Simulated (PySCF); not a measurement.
## Basis-set dependence of excited states

Compound: bromine monochloride, BrCl.
Z-matrix (Å and degrees, PBE0-D3(BJ)/def2-SVP geometry), rows numbered from 1:
```
Cl
Br  1  2.1644
```

TDDFT with PBE0 (PySCF), vertical singlets, core orbitals frozen in the response, spherical d and f functions. Isolated species at its PBE0-D3(BJ)/def2-SVP geometry, gas phase. Relativistic effects, spin–orbit coupling among them, are left out although an element past zinc is present.

```csv
basis,functions,diffuse,S1 (eV),S2 (eV),S3 (eV),S4 (eV),S5 (eV),LUMO (eV),α (au)
6-31G*,50,no,3.02,3.02,5.42,5.42,9.48,-3.68,23.9
def2-SVP,50,no,3.06,3.06,5.49,5.49,9.68,-3.44,23.4
def2-SVPD,68,yes,2.96,2.96,5.41,5.41,8.04,-3.84,37.4
def2-TZVP,85,no,3.08,3.08,5.54,5.54,9.03,-3.54,29.8
```

How much do these states and the polarisability depend on the basis?

States are compared by their number. Against the only diffuse basis here (def2-SVPD, itself not a converged limit), sets without diffuse functions differ by up to 0.12 eV in S1 and 1.64 eV in S5. State by state, the largest deviation of a set without diffuse functions is S1 0.12, S2 0.12, S3 0.13, S4 0.13, S5 1.64 eV. The same number needn't mean the same state in each row. Against def2-SVPD the polarisability deviates by -36% in 6-31G*, -37% in def2-SVP, -20% in def2-TZVP.
